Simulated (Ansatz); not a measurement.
Species: C₂H₆FSi, charge -1, multiplicity 1. It need not be the lowest isomer of its formula. Whether it binds its extra electron was not tested at this geometry. 
Structure (B3LYP-D3(BJ)/def2-TZVP (Ansatz, a quantum-chemistry and plane-wave program) minimum search):
SMILES: C[Si-](C)F
```xyz
10

Si    -0.1166     0.1702    -0.6291
C      1.2993    -1.0652    -0.0743
C     -1.4799    -0.5486     0.5807
F      0.3603     1.4847     0.3578
H      1.0699    -2.0822    -0.4188
H      2.2671    -0.7881    -0.5073
H      1.4114    -1.0922     1.0193
H     -2.3804     0.0758     0.5881
H     -1.7842    -1.5516     0.2539
H     -1.1098    -0.6235     1.6135
```
Charge -1, spin multiplicity 1.

Parts of the frozen-core correlation energy in cc-pwCVTZ (Ansatz, hartree). Frozen orbitals: 8; correlated occupied orbitals by spin: 13 and 13; virtual: 251 and 251. Spin-orbit coupling is left out. Non-relativistic.

| term | value |
|---|---|
| reference (HF) | -467.72310 |
| MP2 opposite-spin | -0.58461 |
| MP2 same-spin | ? |
| CCSD correlation | ? |
| (T) | ? |
| T1 diagnostic | 0.012 |
| largest doubles amplitude | 0.042 |

Fill in the missing entries.


- MP2 same-spin, value: -0.17449
- CCSD correlation, value: -0.79608
- (T), value: -0.02941
